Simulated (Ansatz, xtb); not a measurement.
**Relaxing a trial structure of F2SiSn**

The starting geometry of this gas-phase singlet has its atoms placed at random.

```xyz
4

F     0.9138   -1.4320   -0.8043
F    -0.6960    1.3167   -0.7417
Si   -0.4757   -0.9368   -1.5014
Sn   -0.3117   -0.5097    1.4725
```

**Question.** Guess where an optimisation with r2SCAN-D4/def2-SVP ends from this start.

**Answer.** It ends as a structure with F1 bridging Sn4 and Si3, F2 bridging Si3 and Sn4, given below by its coordinates. Distances that change by over a tenth: F1–Sn4 (2.75 → 2.33 Å), F2–Sn4 (2.90 → 2.33 Å). Contacts that close: F2–Si3 (2.39 → 1.79 Å), Si3–Sn4 (3.01 → 2.60 Å).

The energy falls by 2.30 eV over 9 steps:

| step | E − E(last) (eV) |
| --- | --- |
| 1 | 2.297 |
| 2 | 1.051 |
| 3 | 0.281 |
| 4 | 0.042 |
| 5 | 0.013 |
| 6 | 0.004 |
| 7 | 0.001 |
| 8 | 0.000 |
| 9 | 0.000 |

Final geometry (Å):

```yaml
atoms:
  - { symbol: F, position_ang: [0.9095, -1.1391, -0.6772] }
  - { symbol: F, position_ang: [-0.4413, 0.8566, -0.7143] }
  - { symbol: Si, position_ang: [-0.7091, -0.7924, -1.3676] }
  - { symbol: Sn, position_ang: [-0.3287, -0.4870, 1.1841] }
```

From the same start GFN2-xTB ends elsewhere, differing in F1–Sn4 (3.35 against 2.33 Å here), F2–Si3 (3.10 against 1.79 Å here).

From so rough a start the end depends on the optimiser's path, so another program may land elsewhere. The end wasn't checked by frequencies. Atoms past krypton carry core potentials, without spin–orbit terms. Run with Ansatz 0.2.0, 12 s on 1 thread of AMD EPYC 9R45 96-Core Processor (Zen 5), on a shared host.
